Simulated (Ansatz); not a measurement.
A nudged elastic band was laid between two geometries of BrGeH5OSi (9 atoms, charge 0, multiplicity 1).

These are results of Ansatz, RKS PBE0/def2-SVP, not measurements.

```json
{
 "movable images": "3",
 "climbing image": "yes",
 "spring": "5.0 eV/Å²",
 "optimiser": "quadratic models (default)",
 "start path": "through a guess of the saddle point",
 "force threshold": "0.03 eV/Å",
 "iteration limit": "60",
 "end points": "relaxed"
}
```

Image 0:

```xyz
9
Properties=species:S:1:pos:R:3
O 0.309 0.973 -1.750
Ge -0.483 0.681 -0.187
Si 0.755 -1.041 0.892
Br -2.636 -0.129 -0.571
H -0.150 1.623 -2.295
H -0.694 2.017 0.555
H 2.151 -0.578 1.150
H 0.758 -2.238 0.005
H 0.079 -1.354 2.185
```

Image 4:

```xyz
9
Properties=species:S:1:pos:R:3
O 0.132 1.451 -1.131
Ge -0.743 0.998 0.869
Si 0.695 -1.013 0.918
Br -2.471 -0.194 -0.367
H -0.316 0.782 -1.679
H -0.207 2.302 -1.443
H 2.065 -0.720 1.457
H 0.861 -1.608 -0.449
H 0.071 -2.044 1.808
```

(1) Which bonds break or form, and what moves?

(2) Give the energies along the band, and the barrier.

(3) What is the geometry of the highest image?

The band took 17 iterations and roughly 5 core-minutes.

Results:

(1) Bonds broken: Ge2–H6. Bonds formed: O1–H6.

(2) The run converged. The highest image is number 2 of 0 to 4, 229.9 kJ/mol above the first end and 164.5 kJ/mol above the last; the last end lies 65.4 kJ/mol above the first. Neighbouring images differ by up to 2.0 eV, so the band resolves the path poorly. Another band between the same ends (7 images) ends at a top of the same energy, where a vibrational analysis finds 1 clearly imaginary mode. So few images can step over the top or miss a turn of the path. The orbitals stay closed-shell, which can raise the energy where a bond breaks towards radicals; this wasn't checked here.

```tsv
image	path coordinate (Å)	energy (kJ/mol)	Ge2–H6 (Å)	O1–H6 (Å)
0	0.00	0.0	1.54	2.72
1	0.87	32.6	1.53	2.38
2	1.74	229.9	1.62	1.43
3	2.68	75.8	2.47	0.97
4	3.62	65.4	2.71	0.97
```

(3) 
```xyz
9
Properties=species:S:1:pos:R:3
O 0.319 1.322 -1.507
Ge -0.567 0.814 0.215
Si 0.682 -1.084 1.016
Br -2.570 -0.183 -0.501
H -0.322 1.269 -2.233
H -0.237 2.210 -0.533
H 2.028 -0.637 1.486
H 0.824 -2.055 -0.109
H -0.068 -1.701 2.149
```

Time of the run: 2.6 min on 2 threads of Intel(R) Xeon(R) Platinum 8488C (Sapphire Rapids) (shared host), peak memory 0.37 GiB.
